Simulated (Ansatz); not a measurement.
`C[O][SnH2][SH]`, relaxed with RKS PBE0-D4/def2-TZVP in Ansatz 0.2.0 from a PBE-D4/def2-SVP geometry. The force threshold is 0.005 eV/Å; the program also tests the step.

Total charge 0; spin multiplicity 1. Sn: def2 effective core potential.

Start:

```xyz
10

C    -1.099   -0.703    1.030
O    -0.191    0.359    1.233
Sn    0.821    1.095   -0.347
S     1.971   -0.737   -1.488
H    -1.971   -0.424    0.387
H    -0.623   -1.605    0.575
H    -1.506   -1.006    2.019
H     1.975    2.137    0.385
H    -0.309    1.817   -1.446
H     0.932   -0.932   -2.348
```

| step | energy (eV) | largest force (eV/Å) | largest move (Å) |
| --- | --- | --- | --- |
| 1 | -19843.6943 | 0.838 | 0.000 |
| 2 | -19843.7579 | 0.328 | 0.084 |
| 3 | -19843.7683 | 0.108 | 0.029 |
| 4 (rejected) | -19843.7675 | 0.083 | 0.063 |
| 5 | -19843.7692 | 0.145 | 0.031 |
| 6 | -19843.7700 | 0.023 | 0.014 |
| 7 | -19843.7700 | 0.005 | 0.004 |
| 8 | -19843.7701 | 0.006 | 0.010 |
| 9 | -19843.7701 | 0.002 | 0.007 |
| 10 | -19843.7701 | 0.001 | 0.003 |

End:

```xyz
10

C    -1.088   -0.698    1.014
O    -0.168    0.347    1.205
Sn    0.811    1.073   -0.332
S     1.930   -0.732   -1.448
H    -1.934   -0.400    0.377
H    -0.623   -1.588    0.570
H    -1.491   -0.981    1.990
H     1.948    2.116    0.368
H    -0.323    1.760   -1.408
H     0.937   -0.897   -2.337
```

It took 31 s on 4 threads of an Intel Xeon Platinum 8488C on a shared host, with 0.51 GiB of host memory at the peak.
